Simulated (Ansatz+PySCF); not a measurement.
A calculation with PySCF 2.14.0.

```python
from pyscf import gto, scf, cc

mol = gto.M(atom="""
H 0.000000 0.000000 0.000000
H 0.000000 0.000000 1.800000
H 0.000000 0.000000 3.600000
H 0.000000 0.000000 5.400000
H 0.000000 0.000000 7.200000
H 0.000000 0.000000 9.000000
H 0.000000 0.000000 10.800000
H 0.000000 0.000000 12.600000
""", basis='6-31g*', charge=0, spin=0)
mf = scf.UHF(mol)
mf.kernel()
mycc = cc.CCSD(mf, frozen=None).run()
et = mycc.ccsd_t()
print(mf.e_tot, mycc.e_corr, et, mycc.e_tot + et)
```

The script is written out from the run's settings.

Output:

```yaml
Converged: yes
Reference_energy: -3.80271 hartree
CCSD_correlation_energy: -0.33592 hartree
Triples_correction: -0.00929 hartree
Total_energy: -4.14792 hartree
```

The reference isn't the lowest determinant (another lies 6.50 eV lower), but the same method gives a higher total on the lower determinant. Caution: large amplitudes, a single reference is doubtful.
